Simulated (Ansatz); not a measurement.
`F[SiH]([SiH3])[GeH3]` + `CB(O)F` → `CB(F)O[SiH3]` + `F[SiH2][GeH3]` at 700 K and 1 bar (cleavage of the Si–Si bond).

Computed with Ansatz on PBE0-D4/def2-TZVP structures; ΔE is electronic, products minus reactants. CCSD(T)/CBS is the MP2 limit (def2-TZVPP, def2-QZVPP) plus CCSD(T) − MP2 in def2-TZVPP, frozen cores. For Ge outer-core shells are correlated without core-valence functions, which leaves a few kJ/mol of doubt a bond. Scalar relativity is left out up to krypton. One conformer a species, not always the lowest.

```json
{"species": "`F[SiH]([SiH3])[GeH3]`", "CCSD(T)/CBS energy (Eh)": "-2758.31869", "H − E (kJ/mol)": "248.9", "S (J/(mol·K))": "527.0"}
{"species": "`CB(O)F`", "CCSD(T)/CBS energy (Eh)": "-240.35473", "H − E (kJ/mol)": "209.9", "S (J/(mol·K))": "377.9"}
{"species": "`CB(F)O[SiH3]`", "CCSD(T)/CBS energy (Eh)": "-530.66692", "H − E (kJ/mol)": "274.6", "S (J/(mol·K))": "484.7"}
{"species": "`F[SiH2][GeH3]`", "CCSD(T)/CBS energy (Eh)": "-2468.03899", "H − E (kJ/mol)": "177.4", "S (J/(mol·K))": "421.0"}
```

H − E and S are ideal-gas, rigid-rotor, harmonic terms from PBE0-D4/def2-TZVP, for one conformer and one mirror image of each species. 1 Eh = 2625.50 kJ/mol, R = 8.31446 J/(mol·K).

Q: By hand: ΔE, ΔH, ΔS and ΔG.

A: ΔE = (-530.66692) + (-2468.03899) − (-2758.31869) − (-240.35473) = -0.03249 Eh = -85.3 kJ/mol. Δ(H − E) = 274.6 + 177.4 − 248.9 − 209.9 = -6.8, so ΔH = -92.1 kJ/mol. ΔS = 484.7 + 421.0 − 527.0 − 377.9 = 0.8 J/(mol·K). ΔG = -92.1 − 700 × (0.8)/1000 = -92.7 kJ/mol.

Q: By hand: the equilibrium constant, and the temperature at which ΔG would vanish if ΔH and ΔS stayed fixed.

A: log₁₀ K = −ΔG/(RT ln 10) = 6.9. ΔH and −TΔS have one sign here, so there is no such temperature. One of them is within its doubt of zero, so this could turn.

The number of gas molecules stays the same, so ΔS is small and ΔH decides. A doubt of 5 kJ/mol in ΔE shifts log₁₀ K by 0.4 here. Other conformers and mirror images would add mixing entropy, several J/(mol·K) or more a flexible species. Modes under 60 cm⁻¹, often nearly free rotors, make the harmonic entropy too high. These are equilibria of isolated gas molecules and say nothing of rates. Largest T1 diagnostic: 0.013 (customary marks: 0.02 for closed shells, 0.045 for open ones).
